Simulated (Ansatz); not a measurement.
CoIO₅H₁₀³⁺, that is [CoI(H2O)5]2+ with one electron fewer. Total charge 3; doublet. Geometry r2SCAN-D4/def2-SVP.

```tsv
atom	x (Å)	y (Å)	z (Å)
Co1	0.0234	0.2996	0.0137
I2	0.2387	2.9224	0.1018
O3	-0.0894	-1.6821	-0.0645
H4	-0.4231	-2.1939	-0.8291
H5	0.0106	-2.2980	0.6894
O6	-0.5092	0.3893	-1.8611
H7	0.0956	0.3115	-2.6271
H8	-1.4212	0.5143	-2.1943
O9	0.5697	0.2619	1.8845
H10	-0.0352	0.2592	2.6551
H11	1.4783	0.0733	2.1988
O12	-1.8317	0.3714	0.5551
H13	-2.3708	-0.4419	0.6418
H14	-2.4032	1.1406	0.7570
O15	1.8695	0.0980	-0.5183
H16	2.5608	0.7665	-0.7037
H17	2.2372	-0.7921	-0.6992
```

In the def2 sets I takes a core potential; there is no spin–orbit coupling. At PBE0-D4/def2-TZVP the relaxed charge 3 doublet is spin-contaminated (final ⟨S²⟩ up to 1.21, 0.75 for a pure state).

Task: Estimate the α-spin orbital energies around the gap (eV) in Ansatz with PBE-D4/def2-TZVP, PBE0-D4/def2-TZVP.

Result: 
```tsv
orbital	PBE-D4/def2-TZVP	PBE0-D4/def2-TZVP
HOMO−5	-21.25	-23.11
HOMO−4	-20.95	-23.06
HOMO−3	-20.73	-22.96
HOMO−2	-20.30	-22.66
HOMO−1	-20.23	-22.51
HOMO	-19.98	-21.58
LUMO	-18.75	-17.19
LUMO+1	-18.67	-16.86
LUMO+2	-13.22	-12.26
LUMO+3	-12.10	-11.11
LUMO+4	-12.01	-10.99
LUMO+5	-11.44	-10.41
β HOMO	-19.73	-21.15
β LUMO	-19.49	-18.50
```
